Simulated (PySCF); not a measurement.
ORD: `O=C1C[C@@H](F)O[C@@H]1F`, C4H4F2O2

Molfile (atoms numbered from 1):
```
C4H4F2O2
     RDKit          3D

 12 12  0  0  0  0  0  0  0  0999 V2000
    1.0904    1.9248    0.7669 O   0  0  0  0  0  0  0  0  0  0  0  0
    0.5713    0.9045    0.4412 C   0  0  0  0  0  0  0  0  0  0  0  0
   -0.8955    0.5772    0.3036 C   0  0  0  0  0  0  0  0  0  0  0  0
   -0.8744   -0.6287   -0.6302 C   0  0  1  0  0  0  0  0  0  0  0  0
   -1.0270   -0.1825   -1.9269 F   0  0  0  0  0  0  0  0  0  0  0  0
    0.3687   -1.2402   -0.5249 O   0  0  0  0  0  0  0  0  0  0  0  0
    1.2963   -0.4144    0.0867 C   0  0  2  0  0  0  0  0  0  0  0  0
    1.6884   -0.9970    1.2708 F   0  0  0  0  0  0  0  0  0  0  0  0
   -1.4688    1.4069   -0.1057 H   0  0  0  0  0  0  0  0  0  0  0  0
   -1.2894    0.3125    1.2861 H   0  0  0  0  0  0  0  0  0  0  0  0
   -1.6628   -1.3740   -0.4774 H   0  0  0  0  0  0  0  0  0  0  0  0
    2.2039   -0.2900   -0.5162 H   0  0  0  0  0  0  0  0  0  0  0  0
  1  2  2  0
  2  3  1  0
  3  4  1  0
  4  5  1  0
  4  6  1  0
  6  7  1  0
  7  8  1  0
  7  2  1  0
  3  9  1  0
  3 10  1  0
  4 11  1  1
  7 12  1  6
M  END
```

Method used: TDDFT wB97X-D/aug-cc-pVDZ circular dichroism and optical rotation, one conformer, gas phase in PySCF 2.14.0. Geometry: GFN2-xTB.

Singlets 6 and 7, 14 and 15 lie within 0.01 eV of each other, so their separate moments and overlaps can depend on how they mix.

Stereocentres: C4 R, C7 R.

**Question.** Give the optical rotatory dispersion at 633, 589.3, 546, 436, 405, 365, 355 nm.

**Answer.** [α] in deg dm⁻¹ (g/mL)⁻¹:
| λ (nm) | origin-invariant length gauge | modified velocity gauge | length gauge (centre of mass) | isotropic polarisability (au) |
| --- | --- | --- | --- | --- |
| 633 | +67.4 | +66.7 | +67.6 | 53.8 |
| 589.3 | +78.2 | +77.6 | +78.3 | 54.0 |
| 546 | +91.6 | +91.6 | +91.8 | 54.1 |
| 436 | +147.3 | +153.2 | +147.7 | 54.8 |
| 405 | +173.0 | +184.7 | +173.4 | 55.2 |
| 365 | +219.1 | +251.1 | +219.6 | 55.7 |
| 355 | +234.4 | +277.5 | +234.9 | 55.9 |

**Question.** And for the mirror image at 589.3 nm?

**Answer.** -78.2 deg dm⁻¹ (g/mL)⁻¹ (origin-invariant length gauge): the same size and the opposite sign.

**Question.** What is the molar rotation [Φ] = [α]·M/100 of the geometry above at 589.3 nm?

**Answer.** With M = 122.07 g/mol, +95.4 deg cm² dmol⁻¹ (origin-invariant length gauge).

The first excitation lies at 4.10 eV (303 nm) with R = +0.5 × 10⁻⁴⁰ esu² cm² (velocity form).
